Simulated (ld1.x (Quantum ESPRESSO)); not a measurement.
**u(r) = r·R(r): atom against pseudo-atom (F (Z = 9))**

Columns: radius, all-electron u(r) and pseudo u(r) of the 2s shell (level -29.65 eV) of fluorine in the configuration [He] 2s2 2p5; LDA (PZ), scalar-relativistic, RRKJ scheme, ld1.x (Quantum ESPRESSO) 7.5.

```csv
r (bohr),all-electron,pseudo
0.085,0.4516,-0.0391
0.170,0.2888,-0.1252
0.255,-0.0432,-0.2767
0.340,-0.3712,-0.4747
0.425,-0.6353,-0.6768
0.510,-0.8232,-0.8428
0.595,-0.9413,-0.9525
0.680,-1.0026,-1.0075
0.765,-1.0206,-1.0214
0.850,-1.0075,-1.0075
0.935,-0.9729,-0.9729
1.020,-0.9244,-0.9244
1.105,-0.8676,-0.8676
1.190,-0.8067,-0.8067
1.275,-0.7444,-0.7444
1.360,-0.6829,-0.6829
1.445,-0.6234,-0.6234
1.530,-0.5668,-0.5668
1.615,-0.5136,-0.5136
1.700,-0.4641,-0.4641
1.785,-0.4184,-0.4184
1.870,-0.3764,-0.3764
1.955,-0.3381,-0.3381
2.040,-0.3031,-0.3031
2.125,-0.2714,-0.2714
2.210,-0.2427,-0.2427
```

Question: How many radial nodes do the two functions have?

Answer: The all-electron 2s function has n − l − 1 = 1; the pseudo-wave has 0, since the states of the same l below it are removed with the core.

Question: At about which radius was the pseudo-wave matched?

Answer: 0.85 bohr, where the columns begin to agree (steps of 0.09 bohr).

Question: Is the pseudo-wave norm-conserving?

Answer: Yes: the RRKJ scheme keeps the norm inside the radius equal to the all-electron one, which fixes the energy derivative of the logarithmic derivative at the level.
